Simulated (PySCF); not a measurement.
C6H6NP.
Numbering: `[CH2:1]=[CH:2][c:3]1[n:4][cH:5][cH:6][cH:7][p:8]1` (hydrogens: H9, H10 on C1; H11 on C2; H12 on C5; H13 on C6; H14 on C7)

Torsions of this conformer, `[CH2:1]=[CH:2][c:3]1[n:4][cH:5][cH:6][cH:7][p:8]1`: C1–C2–C3–N4 1°.

The closed-shell ground state was solved at several levels (PySCF, density fitting, gas phase, non-relativistic). Isolated species at its PBE0-D3(BJ)/def2-SVP geometry (one conformer only).

```csv
level,basis functions,HOMO (eV),LUMO (eV),gap (eV),dipole (D)
wB97X-D/def2-SVPD,212,-8.49,-0.29,8.20,1.49
KT2/pcSseg-1,173,-5.90,-2.70,3.20,1.28
```

(1) Estimate the row for PBE0/pcSseg-1, a basis of 173 functions; the other rows only guide the guess.

(2) Over all these levels, which gives the widest orbital gap and which the narrowest?

(3) How far do the dipole and the HOMO energy spread over the levels?

Results:

(1) HOMO -6.84 eV, LUMO -1.95 eV, gap 4.89 eV, dipole 1.40 D.

(2) wB97X-D/def2-SVPD (range-separated hybrid) has the widest, 8.20 eV, and KT2/pcSseg-1 (GGA) the narrowest, 3.20 eV. Functional and basis both differ between the two, so the spread mixes both effects.

(3) The dipole runs from 1.28 to 1.49 D (mean 1.39 D) and the HOMO from -8.49 to -5.90 eV.
